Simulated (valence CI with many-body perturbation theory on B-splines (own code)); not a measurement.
The numbers below are computed, except where a source is named.
## From CI to CI+MBPT in Tl47+

Level of theory: valence CI with perturbative core correlation (CI+MBPT): six valence electrons over a frozen Dirac-Fock core [Ar] 3d10, radial functions for each j: 9 s, 9 p, 8 d, 6 f, 3 g, 1 h, with the one-electron correlation potential Σ1 (screened to all orders), the two-electron term Σ2, the three-electron term Σ3, Breit, model QED; selected single and double excitations, second order for the rest, scaled by the run's own slope (own B-spline code, finite nucleus).

The last digits are not significant, and no measured levels were compared; by estimate large intervals hold to a few tenths of a per cent, small ones and those within an open d or f shell to about a per cent. Among the levels kept, up to 650 cm⁻¹ of a level comes from second order outside the variational space, and about a tenth of that is noise between levels of different J, which matters for small intervals.

Each rung adds one term. CI alone is the Dirac-Coulomb CI over the frozen core; QED comes last and gives the full result, which names the levels. Energies are above (4s^2 4p1/2^2 4p3/2^2) J=2 on the same rung, in cm⁻¹.

Levels are named by their leading jj configuration (3d3/2^4 stands for four electrons in 3d with j = 3/2), which in mixed levels can hold well under half, so a name can repeat and another be missing. Letters in brackets count levels of one name in rising energy.

```csv
Level,CI alone,Σ1,Σ2,Σ3,Breit,QED,Full
(4s^2 4p1/2^2 4p3/2^2) J=0,82515,+15,-1012,-328,+534,-41,81682
(4s^2 4p1/2 4p3/2^3) J=1,1224510,+2635,+2706,+103,-13342,+1123,1217730
(4s^2 4p1/2 4p3/2^3) J=2,1266390,+2639,+1990,-65,-13697,+1141,1258390
(4s^2 4p1/2^2 4p3/2 4d3/2) J=2,1450580,-2142,-1996,+508,-3254,-2923,1440770
(4s^2 4p1/2^2 4p3/2 4d3/2) J=0,1477600,-2135,-2239,+483,-2622,-2979,1468110
(4s^2 4p1/2^2 4p3/2 4d3/2) J=1,1481970,-2102,-2523,+445,-3223,-3054,1471510
(4s^2 4p1/2^2 4p3/2 4d3/2) J=3,1488080,-2116,-2215,+354,-3928,-2888,1477280
(4s^2 4p1/2^2 4p3/2 4d5/2) J=4,1731280,-1104,-2380,+526,-9031,-2282,1717010
(4s^2 4p1/2^2 4p3/2 4d5/2) J=2,1756020,-989,-3325,+550,-8420,-2640,1741190
(4s^2 4p1/2^2 4p3/2 4d5/2) J=3,1864620,-1094,-7951,-63,-8799,-2247,1844470
(4s^2 4p1/2^2 4p3/2 4d5/2) J=1,1896960,-1038,-6429,-257,-8149,-2409,1878680
(4s 4p1/2^2 4p3/2^3) J=2,2218770,+1422,-1445,+499,-3401,-11638,2204200
(4s 4p1/2^2 4p3/2^3) J=1,2332360,+1435,-3705,+353,-4135,-11382,2314930
(4s^2 4p3/2^4) J=0,2523290,+5267,+4312,-137,-26517,+2191,2508400
(4s^2 4p1/2 4p3/2^2 4d3/2) J=1 [a],2634180,+503,+444,+840,-16474,-1972,2617520
(4s^2 4p1/2 4p3/2^2 4d3/2) J=2 [a],2634130,+481,+845,+853,-16971,-1710,2617630
(4s^2 4p1/2 4p3/2^2 4d3/2) J=0,2638230,+505,+879,+868,-16898,-1903,2621680
(4s^2 4p1/2 4p3/2^2 4d3/2) J=3 [a],2670510,+504,+473,+690,-17787,-1696,2652690
(4s^2 4p1/2 4p3/2^2 4d3/2) J=4,2709160,+486,+237,+444,-18334,-1758,2690240
```

The middle columns are the shifts that each term adds.

How does the ionisation energy move along the ladder, and which term matters most?

CI alone 2576.8, + Σ1 2578.4, + Σ2 2578.9, + Σ3 2578.3, + Breit 2576.3, + QED 2576.1 eV. The largest step is Breit, -2.0 eV. NIST lists 2574 ± 4 eV (theoretical).
